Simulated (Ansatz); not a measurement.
C₄H₇Ga, relaxed with RKS PBE-D4/def2-SVP in the Gaussian-basis code of Ansatz from a rough embedded geometry. The force threshold is 0.03 eV/Å; the program also tests the step.

The species carries charge 0 and has multiplicity 1. The bonds changed during the relaxation, so this is another structure than the one it started from.

Start:

```xyz
12

C     1.329   -1.165    0.403
C     1.087   -0.070    1.442
C     0.895    0.800    2.299
Ga   -0.448    1.760    0.784
C    -1.664    0.427   -1.085
H     1.481   -0.616   -0.563
H     2.194   -1.721    0.688
H     0.396   -1.773    0.334
H     0.309    1.901   -1.122
H    -1.193   -0.447   -1.603
H    -1.742    0.253   -0.013
H    -2.645    0.648   -1.563
```

```tsv
step	energy (eV)	largest force (eV/Å)	largest move (Å)
1	-56609.2953	3.995	0.000
2	-56610.3012	2.113	0.195
3	-56611.0019	1.983	0.197
4	-56611.6812	2.064	0.195
5	-56612.5500	2.816	0.196
6	-56613.6580	3.147	0.197
7	-56614.3205	2.057	0.193
8	-56614.6008	0.599	0.195
9	-56614.7103	0.491	0.194
10	-56614.7542	0.322	0.121
11	-56614.8156	0.244	0.200
12	-56614.8494	0.112	0.199
13	-56614.8692	0.312	0.199
14 (rejected)	-56614.8616	1.298	0.196
15	-56614.8764	0.195	0.098
16	-56614.8809	0.111	0.097
17	-56614.8824	0.169	0.088
18	-56614.8841	0.113	0.048
19	-56614.8863	0.064	0.066
20	-56614.8875	0.029	0.082
21	-56614.8877	0.068	0.063
22	-56614.8881	0.026	0.022
23	-56614.8883	0.006	0.034
24	-56614.8885	0.028	0.069
```

End:

```xyz
12

C     1.454   -1.324    0.454
C     1.100   -0.062    1.085
C     0.796    1.016    1.623
Ga    0.119    2.781    2.298
C    -1.628    0.524   -1.260
H     1.775   -1.172   -0.598
H     2.286   -1.828    0.990
H     0.591   -2.024    0.442
H    -1.015    1.441   -1.337
H    -1.019   -0.345   -1.578
H    -1.938    0.385   -0.208
H    -2.520    0.610   -1.911
```

Run time 42 s (4 threads of an Arm Neoverse V1 on a shared host); peak host memory 0.27 GiB.
